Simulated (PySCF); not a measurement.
**From a log to its input**

A PySCF 2.14 run on the atoms Bi 0 0 0 (angstrom) printed this (some set-up lines and the per-cycle HOMO/LUMO lines with their warnings removed):

```
PySCF version 2.14.0

[INPUT] verbose = 4
[INPUT] num. atoms = 1
[INPUT] num. electrons = 80
[INPUT] charge = 3
[INPUT] spin (= nelec alpha-beta = 2S) = 0
[INPUT] symmetry False subgroup None
[INPUT] Mole.unit = angstrom

nuclear repulsion = 0
number of shells = 4
number of NR pGTOs = 219
number of NR cGTOs = 83
basis = x2c-tzvpall
ecp = {}

******** <class 'pyscf.x2c.sfx2c1e.sfX2C1eRKS'> ********
method = sfX2C1eRKS
initial guess = minao
damping factor = 0
level_shift factor = 0
DIIS = <class 'pyscf.scf.diis.CDIIS'>
diis_start_cycle = 1
diis_space = 8
diis_damp = 0
SCF conv_tol = 1e-09
SCF conv_tol_grad = None
SCF max_cycles = 50
direct_scf = True
direct_scf_tol = 1e-13
XC library pyscf.dft.libxc version 7.0.0
    S. Lehtola, C. Steigemann, M. J.T. Oliveira, and M. A.L. Marques.,  SoftwareX 7, 1–5 (2018)
XC functionals = mn15
    H. S. Yu, X. He, S. L. Li, and D. G. Truhlar.,  Chem. Sci. 7, 5032-5051 (2016)
    H. S. Yu, X. He, S. L. Li, and D. G. Truhlar.,  Chem. Sci. 7, 5032-5051 (2016)
radial grids:
    Treutler-Ahlrichs [JCP 102, 346 (1995); DOI:10.1063/1.469408] (M4) radial grids

becke partition: Becke, JCP 88, 2547 (1988); DOI:10.1063/1.454033
pruning grids: <function nwchem_prune>
grids dens level: 3
symmetrized grids: False
atomic radii adjust function: <function treutler_atomic_radii_adjust>
small_rho_cutoff = 0

******** <class 'pyscf.x2c.sfx2c1e.SpinFreeX2CHelper'> ********
approx = 1e
xuncontract = 1
Set gradient conv threshold to 3.16228e-05
Initial guess from minao.
tot grids = 23448
init E= -21554.02294875
cycle= 1 E= -21552.5461116569  delta_E= 1.48  |g|= 0.72  |ddm|= 1.74
cycle= 2 E= -21552.5926667006  delta_E= -0.0466  |g|= 0.605  |ddm|= 2.32
cycle= 3 E= -21552.6126541467  delta_E= -0.02  |g|= 0.0284  |ddm|= 0.405
cycle= 4 E= -21552.6128055474  delta_E= -0.000151  |g|= 0.00982  |ddm|= 0.118
cycle= 5 E= -21552.6128148517  delta_E= -9.3e-06  |g|= 0.00101  |ddm|= 0.0204
cycle= 6 E= -21552.6128149671  delta_E= -1.15e-07  |g|= 2.7e-05  |ddm|= 0.00267
cycle= 7 E= -21552.6128149672  delta_E= -6.55e-11  |g|= 5.08e-07  |ddm|= 5.21e-05
Extra cycle  E= -21552.6128149672  delta_E= 3.64e-12  |g|= 2.77e-07  |ddm|= 1.02e-06
converged SCF energy = -21552.6128149672
**** SCF Summaries ****
Total Energy =                      -21552.612814967153099
Nuclear Repulsion Energy =               0.000000000000000
One-electron Energy =               -29349.264394788624486
Two-electron Energy =                 7796.651579821470477
Two-electron Coulomb Energy =         8213.718043116261470
DFT Exchange-Correlation Energy =     -417.066463294790594
**** MO energy ****
[29 lines left out]
MO #30  energy= -6.80494895525386  occ= 2
MO #31  energy= -6.80494895523448  occ= 2
MO #32  energy= -4.73181807642595  occ= 2
MO #33  energy= -4.7318180764088   occ= 2
MO #34  energy= -4.73181807639492  occ= 2
MO #35  energy= -2.12908083408531  occ= 2
MO #36  energy= -2.12908083407312  occ= 2
MO #37  energy= -2.12908083406623  occ= 2
MO #38  energy= -2.12908083406406  occ= 2
MO #39  energy= -2.12908083405707  occ= 2
MO #40  energy= -1.54913797437648  occ= 2
MO #41  energy= -0.95706852359345  occ= 0
MO #42  energy= -0.957068523540592 occ= 0
MO #43  energy= -0.957068523488808 occ= 0
[40 lines left out]

WARN: Weak orthogonality for localized orbitals 3.192013106108842e-08

 ** Mulliken pop on meta-lowdin orthogonal AOs  **
 ** Mulliken pop  **
pop of  0 Bi 1s           2.00000
pop of  0 Bi 2s           1.99999
pop of  0 Bi 3s           1.99986
pop of  0 Bi 4s           1.99986
pop of  0 Bi 5s           1.99961
pop of  0 Bi 6s           1.94029
pop of  0 Bi 7s           0.05560
pop of  0 Bi 8s           0.00036
pop of  0 Bi 9s           0.00289
pop of  0 Bi 10s          0.00131
pop of  0 Bi 11s          0.00024
pop of  0 Bi 2px          2.00000
[71 lines left out]
 ** Mulliken atomic charges  **
charge of    0Bi =      3.00000
Dipole moment(X, Y, Z, Debye):  0.00000,  0.00000,  0.00000
orbital energies (hartree): [-2.1291 -2.1291 -1.5491 -0.9571 -0.9571 -0.9571]
```

Task: Write the input that gave this log.

Result: The input was:

```python
from pyscf import gto, dft

mol = gto.M(
    atom='Bi 0 0 0',
    basis='x2c-tzvpall',
    charge=3,
    spin=0,
    verbose=4,
)
mf = dft.RKS(mol, xc='mn15')
mf = mf.sfx2c1e()
mf.kernel()
mf.analyze()
print('orbital energies (hartree):', mf.mo_energy[..., max(0, mol.nelec[1]-3):mol.nelec[0]+3].round(4))
```
